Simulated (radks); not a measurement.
Spherical jellium clusters: N electrons in a uniform positive sphere of charge N and radius rs N^(1/3), rs = 5.61 bohr. Calculated with a radial shooting solver with Libxc functionals: non-relativistic Kohn-Sham, PBE, spin-polarised, spherical densities. Levels are named by radial order and angular momentum (1s, 1p, 1d, 2s, ...), and open shells are averaged over m. Each electron was tried in the lowest free levels, single moves between levels near the top were tried too, and the lowest total energy was kept; such a search can miss a lower state. The series stops at N = 6: beyond it a trial failed or the search could not be trusted, so later rows were left out. Energies include the self-energy of the background; IP and EA are vertical (highest electron removed, lowest free level filled), at fixed background; spill-out counts the electrons outside the background radius R, and alpha is the static dipole polarisability from linear response (closed shells only). A dash means not computed or, for alpha, an open shell; in EA it means that no bound solution was reached, which is typical of self-interaction and does not show that the anion is unstable. Real open-shell clusters deform, which this model forbids.

N,open shells,2S,E/N (eV),E(N+1) + E(N-1) - 2E(N) (eV),IP (eV),EA (eV),-e(HOMO) (eV),spill-out (e)
1,"1s(up 1, down 0)",1,-1.477,-,-,-,2.463,0.25
2,none,0,-1.650,0.511,3.974,-,2.441,0.39
3,"1p(up 1, down 0)",1,-1.537,-0.449,3.192,-,1.894,0.61
4,"1p(up 2, down 0)",2,-1.593,-0.259,3.521,-,2.215,0.73
5,"1p(up 3, down 0)",3,-1.679,0.384,3.668,-,2.405,0.82
6,"1p(up 3, down 1)",2,-1.671,-,-,1.054,2.111,0.93

All shells are closed at N = 2 (there: 1s2); the second difference of the energy has clear peaks (12 % above both neighbours; the first and last values, which can be the largest, are not judged, and half-filled shells can peak too) at N = none.
